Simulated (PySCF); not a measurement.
H₃NbO₄, SMILES [O]=[Nb]([OH])([OH])[OH], multiplicity 1.

Geometry optimised at B3LYP-D3(BJ)/def2-SVP. The multiplicity is an assumed one; other spin states were not compared. The def2 effective core potentials stand for the cores of Nb; spin–orbit coupling is left out. One conformer was computed; it need not be the lowest.

The numbers are results of PySCF with B3LYP-D3(BJ)/def2-SVP, not measurements.

Frequencies are harmonic and unscaled.

Modes within 1.5 cm⁻¹ of each other (mostly degenerate sets) share a row, with their intensities summed.

```
mode   ν (cm⁻¹)  IR (km/mol)  Raman (Å⁴/amu)  depolarisation  moving atoms (share of kinetic energy)
-----  --------  -----------  --------------  --------------  --------------------------------------
1–2         193          1.5             6.6            0.75                 O 66 %, H 22 %, Nb 12 %
3           201          1.7             0.6            0.31                 O 65 %, Nb 21 %, H 14 %
4–5         204          1.5             8.7            0.75                          O 72 %, H 24 %
6           321          0.0             0.0               –                          H 88 %, O 12 %
7–8         336        499.1             5.4            0.75                          H 72 %, O 25 %
9–10        479        147.9             3.8            0.75                          H 66 %, O 34 %
11          489        263.8             1.2            0.71                          H 82 %, O 17 %
12          712         32.7            18.2            0.04                                  O 87 %
13–14       742        346.7             3.3            0.75                 O 64 %, Nb 24 %, H 12 %
15         1020        167.7            15.0            0.05                         O 85 %, Nb 15 %
16–17      3883        623.0           152.0            0.75                                  H 94 %
18         3889         17.7           210.1            0.08                                  H 94 %
```
